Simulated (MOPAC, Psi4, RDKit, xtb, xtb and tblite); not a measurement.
Two geometries of C4H10O, SMILES CC(C)CO, relaxed at GFN2-xTB with one dihedral held; other torsions can differ between them too.

Structure A

```
15

C      0.4244    -2.4146     1.1052
C      0.7651    -1.0195     1.6248
C      1.8492    -1.1310     2.6976
C      1.2270    -0.1263     0.4467
O      2.3062     0.7283     0.7323
H      0.0176    -3.0297     1.9047
H     -0.3136    -2.3588     0.3074
H      1.3175    -2.8986     0.7177
H     -0.1306    -0.5802     2.0783
H      1.5532    -1.8602     3.4482
H      2.0167    -0.1801     3.1984
H      2.7865    -1.4504     2.2491
H      1.5991    -0.7629    -0.3608
H      0.3728     0.4463     0.0582
H      2.0428     1.3451     1.4237
```

Structure B

```
15

C     -1.0166    -1.0568    -0.1957
C     -0.0935     0.1538    -0.2994
C     -0.7852     1.4061     0.2364
C      1.2207    -0.1140     0.4498
O      2.2735     0.7278     0.0453
H     -1.9496    -0.8680    -0.7213
H     -0.5483    -1.9361    -0.6309
H     -1.2464    -1.2693     0.8466
H      0.1598     0.3132    -1.3537
H     -1.6975     1.6024    -0.3219
H     -0.1442     2.2819     0.1466
H     -1.0466     1.2750     1.2850
H      1.0538    -0.0337     1.5343
H      1.5711    -1.1259     0.2317
H      2.0128     1.6422     0.2008
```

**Question.** Which is lower in energy at the level PBE0-D3(BJ)/def2-TZVP // GFN2-xTB run with Psi4, and by how much?

**Answer.** B is lower, by 13.93 kJ/mol (dihedral C1–C2–C4–O5: -140° in A, 160° in B).

E(B) − E(A) in kJ/mol at the other levels, on the same two geometries: GFN2-xTB (xtb and tblite) -11.18; MMFF94 // GFN2-xTB (RDKit) -15.82; PBE0/def2-TZVP // GFN2-xTB (Psi4) -14.01; PBE/def2-TZVP // GFN2-xTB (Psi4) -13.83; PBE-D3(BJ)/def2-TZVP // GFN2-xTB (Psi4) -13.73; UFF // GFN2-xTB (RDKit) -17.92; PM7, restricted, heats of formation // GFN2-xTB (MOPAC) -8.85; AM1, restricted, heats of formation // GFN2-xTB (MOPAC) -9.27; GFN1-xTB // GFN2-xTB (xtb) -7.42.
